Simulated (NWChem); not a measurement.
System: CH$_{4}$AlO cation; SMILES [Al+]([CH3])[OH]

```xyz
7

Al     0.0169    -0.0757    -0.0043
C      0.0173     1.8272    -0.0089
H     -0.2026     2.1961     1.0058
H     -0.7525     2.1934    -0.7066
H      1.0053     2.1965    -0.3272
O      0.0112    -1.6863     0.0035
H      0.0226    -2.6424     0.0015
```
Atoms are numbered in this order, from 1.

Level: PBE0/def2-SVP (NWChem), optimised geometry, unscaled harmonic frequencies. 

```
frequency (cm⁻¹)  IR intensity (km/mol)
----------------  ---------------------
150                                27.3
150                                27.4
385                               185.2
385                               185.0
610                                 0.1
727                                65.0
728                                65.1
1115                              114.8
1209                                8.1
1392                                7.7
1392                                7.8
3057                               20.8
3181                               30.7
3182                               30.7
4025                              554.3
```

- zero-point energy = 31.0 kcal/mol
- thermal correction to the enthalpy at 298.15 K (with zero-point energy) = 34.8 kcal/mol
- heat capacity Cv = 16.0 cal/(mol K)
- entropy at 298.15 K and 1 atm (symmetry number 3) = 66.5 cal/(mol K)

Rigid rotor and harmonic oscillator.
